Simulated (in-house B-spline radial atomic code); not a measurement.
Configurations of Se⁴⁺, with energies counted from [Ar] 3d10 4s2. Method: non-relativistic r2SCAN, spin-polarised, spherical fractional occupations, point nucleus. Calculated with a B-spline radial code for spherical atoms. Shells without spins written out take the highest spin.

Occupations are held fixed; configurations that lie above the ionisation limit could autoionise.

| configuration | E - E(ref) (eV) | highest orbital | its <r> (bohr) |
| --- | --- | --- | --- |
| [Ar] 3d10 4s1 4d1 | 30.677 | 4d up | 2.307 |
| [Ar] 3d10 4s(0 up, 1 down) 5d(1 up, 0 down) | 46.576 | 5d up | 4.583 |
| [Ar] 3d10 4s(0 up, 1 down) 5f(0 up, 1 down) | 52.303 | 5f down | 5.914 |
| [Ar] 3d9 4s2 4d1 | 83.562 | 4d up | 2.211 |
| [Ar] 3d9 4s2 5p1 | 92.969 | 5p up | 3.572 |
| [Ar] 3d(5 up, 4 down) 4s2 5f(0 up, 1 down) | 106.42 | 5f down | 5.826 |

Order these further configurations by energy, lowest first.
A. [Ar] 3d10 4s1 4f1
B. [Ne] 3s2 3p5 3d10 4s2 4d1
C. [Ar] 3d10 4s1 4p1
D. [Ne] 3s2 3p(2 up, 3 down) 3d10 4s2 5d(0 up, 1 down)
E. [Ar] 3d10 4s1 5d1

C (10.733 eV), A (44.606 eV), E (46.263 eV), B (183.66 eV), D (200.16 eV).

How far above the reference does [Ar] 3d10 4s1 5p1 lie?

39.299 eV; its least bound orbital is 5p up with <r> = 3.653 bohr.

How far above the reference does [Ne] 3s2 3p5 3d10 4s2 5f1 lie?

206.47 eV; its least bound orbital is 5f up with <r> = 5.809 bohr.
